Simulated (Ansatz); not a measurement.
Single points on the cluster Li8S4.

```yaml
crystal:
  periodic: [false, false, false]
  atoms:
    - {symbol: Li, position_ang: [-0.548693, 0.175040, -1.172135]}
    - {symbol: Li, position_ang: [0.309635, -2.226378, -1.798055]}
    - {symbol: Li, position_ang: [1.750257, 1.165086, -1.965714]}
    - {symbol: Li, position_ang: [-0.308654, 2.223594, 1.792749]}
    - {symbol: Li, position_ang: [-1.747807, -1.164299, 1.960239]}
    - {symbol: Li, position_ang: [0.555293, -0.177784, 1.174846]}
    - {symbol: Li, position_ang: [-0.340713, -0.101692, -4.982262]}
    - {symbol: Li, position_ang: [0.322296, 0.110174, 4.993361]}
    - {symbol: S, position_ang: [-0.764732, 0.484294, 3.223115]}
    - {symbol: S, position_ang: [0.780095, 1.822770, -0.090642]}
    - {symbol: S, position_ang: [0.763201, -0.483788, -3.225396]}
    - {symbol: S, position_ang: [-0.770168, -1.827017, 0.089892]}
basis:
  gaussian: {orbitals: def2-TZVP, initial_orbitals: start.molden}
hamiltonian: {xc: {name: B3LYP}, dispersion: d4}
scf: {omitted_lower_state_checks: [starts]}
output: {orbitals: {seedname: orbitals}}
```

The file start.molden holds the orbitals of an earlier run on this structure, at another level or in another basis.

```sh
$ ansatz run in.yaml --threads 4 --pin off --events-out ev --progress --plain --max-ram 8704MiB
```

It prints (some lines left out):

```
Functional definition: B3LYP
2116 factors; their error is unknown
mean field evaluation 1: about -44998.7658 eV, gradient 9.6e0 eV
mean field evaluation 2: about -44998.8466 eV, gradient 1.0e-1 eV
mean field evaluation 4: about -44998.9205 eV, gradient 2.2e-4 eV
mean field -44998.92045109 eV, -1653.6798252136 hartree, gradient 1.6e-5 eV, S^2 0.000000; 0 other end points of the search recorded, 0 dependent functions left out
reference -44998.92084068 eV, -1653.6798395308 hartree; 44, 44 occupied and 216, 216 virtual orbitals, 2116 factors
Total energy: -44999.59681633 eV, -1653.7046811777 hartree
Checks for a lower state left out: starts
```

Run time 12 s (4 threads of Intel Xeon Platinum 8259CL on a shared host), peak host memory 1.1 GiB.

First input, but with `gaussian: {orbitals: def2-SVP, initial_orbitals: start.molden}`, `correlation: {method: ccsd_t}` and without the key `hamiltonian` (abridged; 38 s):

```
Functional definition: HF
mean field -44892.90096912 eV, -1649.7836811140 hartree, gradient 3.1e-6 eV, S^2 0.000000
20 core orbitals not correlated: weight in the atoms' cores, before any rotation towards them, 1.000 or more for the frozen orbitals, at most 0.000 for the correlated occupied ones
second order -16.01167033 eV of doubles, -0.00000000 eV of singles
cycle   1  -16.93204372 eV  change   -9.2e-1 eV  update   9.2e-2
cycle   2  -17.27791645 eV  change   -3.5e-1 eV  update   2.9e-2
cycle   3  -17.34637687 eV  change   -6.8e-2 eV  update   1.6e-2
cycle   4  -17.34219109 eV  change    4.2e-3 eV  update   4.9e-3
cycle   5  -17.33980344 eV  change    2.4e-3 eV  update   1.9e-3
cycle   6  -17.33922994 eV  change    5.7e-4 eV  update   7.8e-4
cycle   7  -17.33920782 eV  change    2.2e-5 eV  update   3.7e-4
cycle   8  -17.33928080 eV  change   -7.3e-5 eV  update   1.6e-4
cycle   9  -17.33932650 eV  change   -4.6e-5 eV  update   6.1e-5
cycle  10  -17.33932857 eV  change   -2.1e-6 eV  update   2.5e-5
perturbative correction -0.51566826 eV, -0.0189504591 hartree
Total energy: -44910.75596595 eV, -1650.4398401451 hartree
Checks for a lower state left out: starts
```

The first input with `hamiltonian: {xc: r2scan, dispersion: d4}` (abridged; 12 s):

```
Functional definition: r2SCAN
mean field -44991.69326491 eV, -1653.4142310205 hartree, gradient 1.3e-5 eV, S^2 0.000000
Total energy: -44991.79922670 eV, -1653.4181250442 hartree
Checks for a lower state left out: starts
```

As the first input, with `hamiltonian: {xc: {name: LC-wPBE}}` (abridged; 9 s):

```
Functional definition: LC-wPBE
mean field -44979.82405974 eV, -1652.9780457755 hartree, gradient 1.8e-5 eV, S^2 0.000000
Total energy: -44979.82405975 eV, -1652.9780457760 hartree
Checks for a lower state left out: starts
```

As the first input, with `hamiltonian: {xc: pbe, dispersion: d4}`, `output: {forces: true, orbitals: {seedname: orbitals}}` (abridged; 8 s):

```
Functional definition: PBE
mean field -44971.57983306 eV, -1652.6750760332 hartree, gradient 7.0e-6 eV, S^2 0.000000
Total energy: -44971.99305199 eV, -1652.6902615489 hartree
Atom 0 force     0.029965    -0.012345     0.004128 eV/Å
Atom 1 force    -0.014669     0.020006     0.001656 eV/Å
Atom 2 force    -0.024397    -0.003170     0.002506 eV/Å
Atom 3 force     0.020837    -0.004246     0.000896 eV/Å
Atom 4 force     0.017380    -0.012100     0.001528 eV/Å
Atom 5 force    -0.021212     0.008265    -0.018360 eV/Å
Atom 6 force     0.000249     0.000344     0.009088 eV/Å
Atom 7 force    -0.003125     0.000553    -0.015440 eV/Å
Atom 8 force    -0.016145     0.007766     0.018433 eV/Å
Atom 9 force     0.004671     0.022235     0.004730 eV/Å
Atom 10 force     0.019071    -0.008775    -0.015853 eV/Å
Atom 11 force    -0.012624    -0.018533     0.006688 eV/Å
Dipole moment:    -0.012992     0.005917     0.007174 e Å
Checks for a lower state left out: starts
```

The first input with `hamiltonian: {xc: pbe0, dispersion: d4}` (abridged; 12 s):

```
Functional definition: PBE0
mean field -44976.18694267 eV, -1652.8443841886 hartree, gradient 7.6e-6 eV, S^2 0.000000
Total energy: -44976.55756502 eV, -1652.8580043089 hartree
Checks for a lower state left out: starts
```

Geometry: PBE0-D4/def2-SVP.

LC-ωPBE has ω = 0.4 bohr⁻¹. B3LYP takes the VWN-RPA correlation. Correlated methods freeze 20 core orbitals; core or outer-core shells of Li are correlated, in sets that lack core-valence functions. Another isomer (singlet) lies 1.44 eV lower at PBE0-D4/def2-TZVP; other spin states weren't run for this one.
